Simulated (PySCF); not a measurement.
Si2 (SMILES [Si]=[Si]), triplet, at a GFN2-xTB geometry; M062X/STO-3G (PySCF).

Input for PySCF:
```python
from pyscf import gto, scf, dft

mol = gto.M(
    atom='''
Si   -0.00000000   -0.00000000   -1.08705761
Si    0.00000000    0.00000000    1.08705761
''',
    basis='sto-3g',
    spin=2,
    verbose=4,
)

mf = dft.UKS(mol)
mf.xc = 'm062x'
mf.kernel()
```

The log (banner, timings and long lists left out):

```
PySCF version 2.14.0

[INPUT] verbose = 4
[INPUT] num. atoms = 2
[INPUT] num. electrons = 28
[INPUT] charge = 0
[INPUT] spin (= nelec alpha-beta = 2S) = 2
[INPUT] symmetry False subgroup None
[INPUT] Mole.unit = angstrom
[INPUT] Symbol           X                Y                Z      unit          X                Y                Z       unit  Magmom
[INPUT]  1 Si     0.000000000000   0.000000000000  -1.087057610000 AA    0.000000000000   0.000000000000  -2.054241164524 Bohr   0.0
[INPUT]  2 Si     0.000000000000   0.000000000000   1.087057610000 AA    0.000000000000   0.000000000000   2.054241164524 Bohr   0.0

nuclear repulsion = 47.7061806045036
number of shells = 10
number of NR pGTOs = 54
number of NR cGTOs = 18
basis = sto-3g
ecp = {}

******** <class 'pyscf.dft.uks.UKS'> ********
method = UKS
initial guess = minao
damping factor = 0
level_shift factor = 0
DIIS = <class 'pyscf.scf.diis.CDIIS'>
diis_start_cycle = 1
diis_space = 8
diis_damp = 0
SCF conv_tol = 1e-09
SCF conv_tol_grad = None
SCF max_cycles = 50
direct_scf = True
direct_scf_tol = 1e-13
number electrons alpha = 15  beta = 13
XC library pyscf.dft.libxc version 7.1.2
    S. Lehtola, C. Steigemann, M. J. T. Oliveira, and M. A. L. Marques,  SoftwareX 7, 1–5 (2018)
XC functionals = m062x
    Y. Zhao and D. G. Truhlar,  Theor. Chem. Acc. 120, 215 (2008)
    Y. Zhao and D. G. Truhlar,  Theor. Chem. Acc. 120, 215 (2008)
radial grids:
    Treutler-Ahlrichs [JCP 102, 346 (1995); DOI:10.1063/1.469408] (M4) radial grids

becke partition: Becke, JCP 88, 2547 (1988); DOI:10.1063/1.454033
pruning grids: <function nwchem_prune>
grids dens level: 3
symmetrized grids: False
atomic radii adjust function: <function treutler_atomic_radii_adjust>
small_rho_cutoff = 0
Set gradient conv threshold to 3.16228e-05
tot grids = 38360
init E= -571.719756779564

cycle= 1 E= -572.078144179336  delta_E= -0.358  |g|= 0.0338  |ddm|= 1.73
cycle= 2 E= -572.078693697538  delta_E= -0.00055  |g|= 0.0031  |ddm|= 0.0554
cycle= 3 E= -572.078706406186  delta_E= -1.27e-05  |g|= 0.000701  |ddm|= 0.0106
cycle= 4 E= -572.07870733668  delta_E= -9.3e-07  |g|= 8.84e-05  |ddm|= 0.00342
cycle= 5 E= -572.078707351274  delta_E= -1.46e-08  |g|= 8.35e-07  |ddm|= 0.00048
cycle= 6 E= -572.078707351274  delta_E= -5.68e-13  |g|= 2.28e-08  |ddm|= 2.79e-06
Extra cycle  E= -572.078707351274  delta_E= -3.41e-13  |g|= 1.66e-09  |ddm|= 4.83e-08
converged SCF energy = -572.078707351274  <S^2> = 2.0007409  2S+1 = 3.0004939
```
